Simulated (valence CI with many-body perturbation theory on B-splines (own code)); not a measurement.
# Ag⁴²⁺: input, log and results

Computed by valence CI with perturbative core correlation (CI+MBPT): three valence electrons over a frozen Dirac-Fock core [He], a basis of 11 s, 11 p, 9 d, 7 f, 5 g, 2 h, 1 i functions for each j, with the one-electron correlation potential Σ1 (screened to all orders), the two-electron term Σ2, the three-electron term Σ3, Breit, model QED; selected single and double excitations, second order for the rest (own B-spline code, finite nucleus).

Command, and the settings that its task file holds:

```sh
python run_cv.py task.json out
```

```
atom Ag  Z=47  mass_number=107  rms_radius_fm=4.5454
core [He]
valence 2s2 2p1
avg = 1
basis = L
breit = 1
cap = 40000
capref = 1200
cscale = 1
de = 0.0
dress = 0
eps = 2e-08
h = 0.27
hh = 1
l2 = 3
lcore = 6
maxit = 60
n2 = 5
natural = 1
nlev = 60
nno = [7, 7, 6, 5, 4, 2, 1]
nroot = 26
nsp = [4, 4, 3, 2, 1, 0, 0]
pt2 = 1
qed = 1
rpa = 1
s1 = 1
s2 = 1
s3 = 1
screen = 1
tol = 2e-05
```

It took 2.2 min on 1 thread of Arm Neoverse V1, with other jobs on the host.

Log. The first blocks belong to the next ion, which gives the ionisation energy. Fields: 2J, parity (1 odd), roots, reference size, generating configurations, candidates as configurations/state functions, variational space P, stored matrix elements, Davidson steps; e2 is the range of second-order energies in hartree. The first line gives the box (bohr), its intervals, the orbitals and the steps of their self-consistent field. Window is the range of levels sought, series limit the energy at which the first omitted orbital would enter, core excitation an estimate of the first excitation out of the core, left out the lowest levels not solved, and shifts from estimates the range by which levels moved from their first estimate, all in cm⁻¹.

```
rmax 2.0 intervals 56 orbitals 81 references ['2s2 2p', '2s 2p2', '2p3'] scf 2 t 0.5
2J=0 par=0 roots 2 ref 18 generators 3 cand 364/364 P 362/362 nnz 0 it 0
2J=0 par=0 roots 2 ref 18 generators 3 cand 20/20 P 370/370 nnz 0 it 0
   second order: generators 5 cand 12/12 e2 -0.00000 -0.00000
2J=0 par=1 roots 2 ref 16 generators 4 cand 314/314 P 300/300 nnz 0 it 0
2J=0 par=1 roots 2 ref 16 generators 5 cand 30/30 P 320/320 nnz 0 it 0
   second order: generators 8 cand 10/10 e2 -0.00000 -0.00000
2J=2 par=1 roots 2 ref 41 generators 2 cand 828/828 P 764/764 nnz 0 it 0
2J=2 par=1 roots 2 ref 41 generators 2 cand 105/105 P 822/822 nnz 0 it 0
   second order: generators 5 cand 47/47 e2 -0.00000 -0.00000
reference levels 513, estimated 391, window 34192937 1/cm; series limit 46292465, core excitation 181184659
2J=1 par=1 roots 15 ref 48 generators 13 cand 6200/9282 P 5411/8000 nnz 6e+06 it 5
2J=1 par=1 roots 15 ref 48 generators 13 cand 2808/4200 P 6375/9540 nnz 8.4e+06 it 5
   second order: generators 27 cand 6828/10329 e2 -0.00001 -0.00000
2J=1 par=0 roots 16 ref 50 generators 15 cand 6131/9178 P 5353/7999 nnz 6e+06 it 5
2J=1 par=0 roots 16 ref 50 generators 15 cand 2891/4239 P 6492/9814 nnz 8.9e+06 it 4
   second order: generators 27 cand 6681/10046 e2 -0.00001 -0.00000
2J=3 par=1 roots 21 ref 72 generators 16 cand 8417/16983 P 4011/8000 nnz 6.6e+06 it 6
2J=3 par=1 roots 21 ref 72 generators 16 cand 6260/12695 P 7514/15661 nnz 2.3e+07 it 7
   second order: generators 29 cand 8027/16521 e2 -0.00001 -0.00000
2J=3 par=0 roots 19 ref 70 generators 14 cand 8451/17001 P 3983/7999 nnz 6.6e+06 it 8
2J=3 par=0 roots 19 ref 70 generators 14 cand 6275/12711 P 7466/15564 nnz 2.3e+07 it 8
   second order: generators 21 cand 7231/15442 e2 -0.00001 -0.00000
2J=5 par=0 roots 15 ref 66 generators 13 cand 9366/20944 P 3656/7999 nnz 6.9e+06 it 6
2J=5 par=0 roots 15 ref 66 generators 13 cand 7443/16651 P 7286/16890 nnz 2.8e+07 it 7
   second order: generators 22 cand 6417/16212 e2 -0.00001 -0.00000
2J=5 par=1 roots 13 ref 62 generators 10 cand 9404/21132 P 3677/7997 nnz 6.9e+06 it 6
2J=5 par=1 roots 13 ref 62 generators 10 cand 7414/16696 P 7146/16555 nnz 2.7e+07 it 7
   second order: generators 18 cand 7716/19320 e2 -0.00001 -0.00000
2J=7 par=1 roots 6 ref 43 generators 5 cand 7269/18063 P 3424/8000 nnz 7.9e+06 it 5
2J=7 par=1 roots 6 ref 43 generators 5 cand 5045/12604 P 5002/12247 nnz 1.8e+07 it 5
   second order: generators 7 cand 4806/13101 e2 -0.00001 -0.00001
2J=7 par=0 roots 5 ref 41 generators 5 cand 7214/17926 P 3355/8000 nnz 8.2e+06 it 5
2J=7 par=0 roots 5 ref 41 generators 5 cand 5079/12467 P 4821/11949 nnz 1.7e+07 it 5
   second order: generators 10 cand 7624/21869 e2 -0.00002 -0.00001
2J=9 par=1 roots 2 ref 20 generators 2 cand 4633/12589 P 2366/5455 nnz 3.8e+06 it 4
2J=9 par=1 roots 2 ref 20 generators 2 cand 3440/9654 P 3026/7340 nnz 7e+06 it 4
   second order: generators 4 cand 6019/16445 e2 -0.00001 -0.00001
2J=9 par=0 roots 2 ref 23 generators 2 cand 3152/8139 P 2423/5783 nnz 5.5e+06 it 4
2J=9 par=0 roots 2 ref 23 generators 2 cand 1978/4879 P 2846/6869 nnz 7.8e+06 it 4
   second order: generators 4 cand 3793/10117 e2 -0.00001 -0.00001
left out: unestimated 48496752, estimated 36616041, shifts from estimates -22 to 77
operators 0.2
```

The Davidson iterations converged.

The last digits are not significant, and no measured levels were compared; by estimate large intervals hold to a few tenths of a per cent, small ones and those within an open d or f shell to about a per cent.

- Valence energy: -777.0242 hartree
- Ionisation energy: 6787 eV (NIST: 6785 ± 5 eV (semi-empirical))
- Reference configurations for the orbitals: 2s2 2p, 2s 2p2, 2p3
- Radial orbitals: 81
- Box radius: 1.96 bohr
- Largest variational space: 16890
- Lowest levels: (2s^2 2p1/2) J=1/2 0.00, (2s 2p1/2^2) J=1/2 1066.2, (2s^2 2p3/2) J=3/2 1573.9, (2s 2p1/2 2p3/2) J=3/2 [a] 2325.0, (2s 2p1/2 2p3/2) J=5/2 2543.4, (2s 2p1/2 2p3/2) J=3/2 [b] 2890.8, (2s 2p1/2 2p3/2) J=1/2 2913.2, (2s 2p3/2^2) J=5/2 4048.1, (2p1/2^2 2p3/2) J=3/2 4061.1, (2s 2p3/2^2) J=1/2 4551.8, (2s 2p3/2^2) J=3/2 4560.9, (2p1/2 2p3/2^2) J=3/2 5427.3, (2p1/2 2p3/2^2) J=5/2 5567.9, (2p1/2 2p3/2^2) J=1/2 5832.7 × 10³ cm⁻¹

Levels are named by their leading jj configuration (3d3/2^4 stands for four electrons in 3d with j = 3/2), which in mixed levels can hold well under half, so a name can repeat and another be missing. Letters in brackets count levels of one name in rising energy.
